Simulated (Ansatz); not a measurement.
Isolated molecules relaxed with PBE0-D4/def2-TZVP in Ansatz; ΔE leaves out vibrations. CCSD(T)/CBS is the MP2 limit (def2-TZVPP, def2-QZVPP) plus CCSD(T) − MP2 in def2-TZVPP, frozen cores. Functionals use def2-TZVPP. B3LYP here is the variant with VWN-RPA as its local correlation; programs differ in this. Each species was taken in one conformer, which may not be the lowest.

`[CH3][Al]([SiH3])[CH2]O` + `[SiH3]CS` → `OCSC[SiH3]` + `[CH3][AlH][SiH3]`  (substitution at a C–Al bond)

`[CH3][Al]([SiH3])[CH2]O`:

```xyz
14

C     0.844   -1.935    0.089
Al    0.000   -0.177    0.081
Si   -1.907    0.333    1.558
C     0.630    1.268   -1.112
O     1.729    0.813   -1.896
H     1.200   -2.200    1.090
H     0.131   -2.714   -0.201
H     1.691   -1.972   -0.600
H    -2.419    1.728    1.411
H    -1.550    0.156    2.998
H    -3.062   -0.578    1.299
H     0.902    2.146   -0.503
H    -0.209    1.605   -1.745
H     2.020    1.527   -2.469
```

`[SiH3]CS`:

Cartesian coordinates in Å:
```
Si 0.473 -0.586 -0.774
C 0.097 0.217 0.881
S -1.624 0.783 0.966
H -0.379 -1.787 -0.956
H 1.908 -0.979 -0.854
H 0.184 0.391 -1.858
H 0.196 -0.528 1.675
H 0.785 1.032 1.113
H -1.639 1.458 -0.195
```

`OCSC[SiH3]`:

```xyz
13

O     0.409   -0.155    2.394
C    -0.726   -0.282    1.588
S    -0.515   -1.390    0.180
C     0.747   -0.470   -0.740
Si   -0.033    0.872   -1.800
H     0.679   -1.037    2.668
H    -0.972    0.721    1.238
H    -1.589   -0.687    2.130
H     1.481   -0.082   -0.030
H     1.264   -1.195   -1.372
H    -0.870    1.765   -0.956
H     1.012    1.698   -2.467
H    -0.890    0.241   -2.835
```

`[CH3][AlH][SiH3]`:

Cartesian coordinates in Å:
```
C 1.280 0.819 1.153
Al -0.467 0.691 0.290
Si -0.970 -1.158 -1.255
H 1.167 0.843 2.243
H 1.956 -0.001 0.901
H 1.770 1.759 0.876
H -1.562 1.806 0.596
H -0.810 -2.479 -0.576
H -0.016 -1.161 -2.405
H -2.347 -1.119 -1.824
```

```
             level  ΔE (kJ/mol)  difference from CCSD(T)/CBS
            PBE-D4          3.0                         -4.2
           PBE0-D4          4.4                         -2.8
          B3LYP-D4          6.4                         -0.8
           ωB97M-V          7.6                          0.4
               PBE          5.6                         -1.6
            r2SCAN          4.5                         -2.7
              PBE0          6.5                         -0.7
             B3LYP         10.6                          3.4
     HF/def2-TZVPP          8.3                          1.1
SCS-MP2/def2-TZVPP          5.8                         -1.4
   CCSD/def2-TZVPP          9.5                          2.3
     HF/def2-QZVPP          8.9                          1.7
SCS-MP2/def2-QZVPP          6.2                         -1.0
      HF/CBS(def2)          9.0                          1.8
     MP2/CBS(def2)          5.1                         -2.1
    CCSD/CBS(def2)          9.5                          2.3
       CCSD(T)/CBS          7.2                            0
```

Largest T1 diagnostic among the species: 0.011.

The D4 term adds −4.2 kJ/mol with B3LYP and −2.1 kJ/mol with PBE0; it sums over pairs of atoms, weighted by their polarisabilities, and B3LYP, whose exchange is more repulsive, gets the larger term.
